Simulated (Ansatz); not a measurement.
`C[SiH2]C(=N)O` and `N=[C](O)[GeH3]` differ in one atom or group.

Ansatz, PBE0-D4/def2-TZVP geometries, multiplicity 1. Each molecule was computed in one conformer, which needn't be the lowest.

Scalar relativity is left out up to krypton.

```csv
property,`C[SiH2]C(=N)O`
HOMO energy (PBE/def2-TZVPP) / eV,-6.23
HOMO–LUMO gap (PBE0/def2-TZVPP) / eV,7.40
LUMO energy (PBE0/def2-TZVPP) / eV,-0.26
HOMO energy (PBE0/def2-TZVPP) / eV,-7.66
LUMO energy (PBE/def2-TZVPP) / eV,-1.26
size of the dipole moment (PBE/def2-TZVPP) / D,1.45
```

Problem. What does the change do to each property? (Estimate.)

Solution. Computed: 
```tsv
property	`N=[C](O)[GeH3]`	shift
HOMO energy (PBE/def2-TZVPP) / eV	-6.36	-0.13
HOMO–LUMO gap (PBE0/def2-TZVPP) / eV	7.61	0.21
LUMO energy (PBE0/def2-TZVPP) / eV	-0.15	0.11
HOMO energy (PBE0/def2-TZVPP) / eV	-7.76	-0.10
LUMO energy (PBE/def2-TZVPP) / eV	-1.17	0.09
size of the dipole moment (PBE/def2-TZVPP) / D	0.83	-0.62
```

With PBE0 the HOMO falls by 0.10 eV and the LUMO rises by 0.11 eV, so the gap widens by about 0.21 eV. PBE moves the HOMO by -0.13 eV and ωB97M-V by -0.06 eV. Dipoles are sizes alone; their direction can turn.

Positive LUMOs are unbound, so they and the gaps depend on the basis.
